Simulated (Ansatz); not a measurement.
A run for Ansatz (a quantum-chemistry and plane-wave program): U-CCSD(T)/def2-TZVPP on CdH4Si (SMILES [SiH3][CdH]), a point of a bond scan (R = 1.869 Å). Elements past Kr take the def2 small-core potentials; no spin–orbit coupling.

Ansatz 0.2 input:
```yaml
crystal:
  periodic: [false, false, false]
  atoms:
    - {symbol: Cd, position_ang: [-0.56643322, -0.31054170, -0.07977578]}
    - {symbol: H, position_ang: [-2.19318513, -1.20239318, -0.30888558]}
    - {symbol: Si, position_ang: [1.63488208, 0.89630877, 0.23025485]}
    - {symbol: H, position_ang: [2.24913649, 0.59379975, 1.54999129]}
    - {symbol: H, position_ang: [1.47089364, 2.37203423, 0.15366084]}
    - {symbol: H, position_ang: [2.62571392, 0.51316070, -0.80992508]}
basis:
  gaussian:
    orbitals: def2-TZVPP
correlation: {method: ccsd_t, electrons: outside_noble_gas}
scf: {omitted_lower_state_checks: [cluster_reference]}
magnetization: {spin_polarized: true, initial_magnetization: 0}
```

It printed:

```
WARN ansatz: RAYON_NUM_THREADS=1 ignored (pool sized by the plan → 1); use --threads N
Functional definition: HF
these checks for a lower state are left out or cut short: cluster_reference
integrals: 0.61 GiB planned
932 factors; integrals over basis functions are off by at most 1.0e-3 eV
mean field: 0.50 GiB planned
mean field evaluation 1: about -12464.7183 eV, gradient 9.6e0 eV
mean field evaluation 2: about -12464.7196 eV, gradient 9.6e0 eV
mean field evaluation 4: about -12465.6986 eV, gradient 1.9e0 eV
mean field evaluation 8: about -12465.7241 eV, gradient 8.2e-4 eV
mean field -12465.72412521 eV, -458.1069120301 hartree, gradient 5.8e-6 eV, S^2 0.000000; 0 other end points of the search recorded, 0 dependent functions left out
9 core orbitals not correlated
reference -12465.72412521 eV, -458.1069120301 hartree; 10, 10 occupied and 135, 135 virtual orbitals, 932 factors
second order -16.03048408 eV of doubles, -0.00000000 eV of singles
coupled cluster: 1.57 GiB planned
cycle   1  -15.55518580 eV  change    4.8e-1 eV  update   9.1e-2
cycle   2  -15.98908992 eV  change   -4.3e-1 eV  update   2.8e-2
cycle   3  -16.04644684 eV  change   -5.7e-2 eV  update   1.5e-2
cycle   4  -16.03119205 eV  change    1.5e-2 eV  update   4.3e-3
cycle   5  -16.03247325 eV  change   -1.3e-3 eV  update   1.6e-3
cycle   6  -16.03255156 eV  change   -7.8e-5 eV  update   3.9e-4
cycle   7  -16.03227667 eV  change    2.7e-4 eV  update   1.2e-4
cycle   8  -16.03231247 eV  change   -3.6e-5 eV  update   3.9e-5
cycle   9  -16.03235184 eV  change   -3.9e-5 eV  update   1.2e-5
cycle  10  -16.03234413 eV  change    7.7e-6 eV  update   4.0e-6
perturbative correction -0.53363470 eV, -0.0196107135 hartree
Total energy: -12482.29010404 eV, -458.7157005234 hartree
Checks for a lower state left out: cluster_reference
```

The calculation finished and met its thresholds.

Cost: roughly 50 core-seconds.
